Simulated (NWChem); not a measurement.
Molecule: AlH$_{3}$O$_{2}$; SMILES [OH][AlH][OH]

```xyz
6

Al    -0.3565    -0.1424    -0.2465
H     -1.5275    -0.9449    -0.9266
O     -0.1438     1.4779    -0.7004
H      0.5322     2.0648    -0.3584
O      0.6991    -0.8074     0.9104
H      0.6799    -1.7046     1.2450
```
Atoms are numbered in this order, from 1.

Structure relaxed at the PBE0/def2-SVP level.

Question: Give the principal values of the shielding tensors (ppm) of Al1, O3, O5 from Hartree-Fock/6-31G* (spherical d), GIAO (NWChem), with their diamagnetic and paramagnetic parts as GIAO splits them.

Answer: 
| atom | σ11 | σ22 | σ33 | isotropic | diamagnetic | paramagnetic |
|---|---|---|---|---|---|---|
| Al1 | 476.8 | 531.1 | 557.7 | 521.9 | 793.7 | -271.8 |
| O3 | 266.5 | 309.2 | 370.3 | 315.3 | 391.8 | -76.5 |
| O5 | 252.4 | 301.7 | 348.8 | 301.0 | 392.3 | -91.4 |
